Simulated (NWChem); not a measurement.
# GeH₄S₂; SMILES [SH][GeH2][SH]

```xyz
7

Ge     0.0000     0.0000    -0.5965
S      1.8486     0.0479     0.6437
S     -1.8486    -0.0479     0.6437
H      0.0865     1.2727    -1.4527
H     -0.0865    -1.2727    -1.4527
H      1.5601    -1.0968     1.3007
H     -1.5601     1.0968     1.3007
```
Atoms are numbered in this order, from 1.

Geometry: optimised at PBE0/def2-SVP.

Give the principal values of the shielding tensors (ppm) of Ge1, S2 from B3LYP/6-31G* (spherical d), GIAO (NWChem), with their diamagnetic and paramagnetic parts as GIAO splits them.


```
atom     σ11     σ22     σ33  isotropic  diamagnetic  paramagnetic
----  ------  ------  ------  ---------  -----------  ------------
Ge1   1315.3  1606.8  1635.2     1519.1       2760.3       -1241.2
S2     537.5   662.1   770.2      656.6       1055.8        -399.2
```
